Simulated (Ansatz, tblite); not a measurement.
Removing and adding an electron: spiro-OMeTAD half (C53H42N2O4). The state is a singlet with charge 0. Geometry: PBE-D4/def2-SVP. Ansatz, gas phase; energy differences of separate SCF runs; the oxidised species was run as a doublet alone; the reduced species was run as a doublet alone.

```xyz
101

C    -2.272    0.126    8.829
O    -2.769    0.009    7.513
C    -2.263    0.842    6.557
C    -2.797    0.697    5.258
C    -2.359    1.512    4.216
C    -1.351    2.482    4.428
N    -0.900    3.309    3.366
C    -0.635    4.682    3.612
C    -1.504    5.455    4.406
C    -1.232    6.804    4.676
C    -0.085    7.415    4.129
O     0.269    8.719    4.323
C    -0.562    9.521    5.139
C     0.782    6.648    3.321
C     0.518    5.301    3.076
C    -0.747    2.775    2.068
C    -1.062    3.552    0.923
C    -0.951    3.019   -0.367
C    -0.537    1.685   -0.535
C    -0.210    0.918    0.612
C    -0.297    1.442    1.896
C     0.197   -0.499    0.212
C     1.604   -0.901    0.646
C     2.818   -0.296    0.317
C     4.009   -0.858    0.812
C     3.975   -2.009    1.623
C     2.753   -2.618    1.953
C     1.563   -2.059    1.460
C     0.160   -2.467    1.621
C    -0.423   -3.522    2.341
C    -1.819   -3.664    2.323
C    -2.624   -2.768    1.595
C    -2.044   -1.710    0.871
C    -0.655   -1.569    0.889
C     0.055   -0.442   -1.308
C     0.313   -1.458   -2.219
C     0.176   -1.193   -3.605
N     0.494   -2.194   -4.549
C     1.575   -3.081   -4.302
C     2.771   -2.618   -3.717
C     3.831   -3.493   -3.443
C     3.726   -4.857   -3.782
O     4.699   -5.789   -3.567
C     5.905   -5.364   -2.967
C     2.538   -5.323   -4.387
C     1.476   -4.453   -4.631
C    -0.249   -2.315   -5.751
C     0.403   -2.562   -6.982
C    -0.328   -2.703   -8.161
C    -1.735   -2.580   -8.153
O    -2.358   -2.726   -9.359
C    -3.768   -2.635   -9.396
C    -2.394   -2.320   -6.934
C    -1.654   -2.204   -5.748
C    -0.255    0.091   -4.024
C    -0.532    1.101   -3.095
C    -0.366    0.847   -1.722
C    -0.812    2.612    5.723
C    -1.268    1.814    6.783
H    -2.814   -0.621    9.439
H    -1.180   -0.088    8.886
H    -2.454    1.139    9.256
H    -3.575   -0.063    5.094
H    -2.795    1.394    3.213
H    -2.406    4.987    4.828
H    -1.933    7.372    5.304
H    -1.590    9.620    4.721
H    -0.640    9.121    6.176
H    -0.093   10.523    5.176
H     1.678    7.136    2.908
H     1.210    4.709    2.458
H    -1.412    4.584    1.062
H    -1.213    3.640   -1.237
H    -0.038    0.829    2.771
H     2.839    0.602   -0.319
H     4.976   -0.394    0.565
H     4.916   -2.435    2.002
H     2.732   -3.518    2.586
H     0.202   -4.225    2.913
H    -2.291   -4.486    2.884
H    -3.718   -2.895    1.593
H    -2.669   -1.004    0.303
H     0.638   -2.451   -1.877
H     2.868   -1.555   -3.454
H     4.739   -3.093   -2.970
H     6.550   -6.259   -2.886
H     6.431   -4.597   -3.581
H     5.740   -4.945   -1.948
H     2.467   -6.391   -4.642
H     0.549   -4.833   -5.085
H     1.500   -2.649   -7.003
H     0.173   -2.898   -9.121
H    -4.132   -1.635   -9.062
H    -4.254   -3.415   -8.766
H    -4.066   -2.789  -10.451
H    -3.487   -2.224   -6.889
H    -2.176   -2.018   -4.797
H    -0.357    0.292   -5.100
H    -0.855    2.093   -3.449
H    -0.025    3.358    5.906
H    -0.825    1.951    7.778
```

The xTB rows come from tblite. Single mean-field runs in def2-SVP are fitted with def2-universal-jkfit. HOMO above LUMO, or a gap near zero within one spin, warns that the state may not be the lowest or that an electron is smeared out.

```csv
level,−HOMO (eV),vertical IE (eV),−LUMO (eV),vertical EA (eV),HOMO–LUMO gap (eV),IE − EA (eV),remarks
GFN1-xTB,9.98,11.33,7.86,6.38,2.13,4.95,–
PBE0-D4/def2-SVP,4.67,5.57,0.96,0.07,3.71,5.50,HOMO above zero (-1 doublet)
BHLYP-D4/def2-SVP,5.34,5.76,-0.02,-0.33,5.36,6.08,HOMO above zero (-1 doublet)
```

Task: Estimate the rows for GFN2-xTB, PBE-D4/def2-SVP.

Result: 
```
          level  −HOMO (eV)  vertical IE (eV)  −LUMO (eV)  vertical EA (eV)  HOMO–LUMO gap (eV)  IE − EA (eV)                                                                   remarks
       GFN2-xTB        9.02             10.37        6.82              5.33                2.20          5.04                                                                         –
PBE-D4/def2-SVP        3.81              5.15        1.70              0.38                2.11          4.77  HOMO above zero (-1 doublet), gap within one spin near zero (-1 doublet)
```

   A HOMO above zero means that the electron is unbound at that level or that self-interaction error raises the level; the energy of removing that electron tells which. Raw xTB energy differences between charge states are shifted by several eV; the methods need an empirical correction for them. Sets without diffuse functions give affinities that are too small. A negative affinity means that the extra electron isn't bound; its size then hangs on the basis.
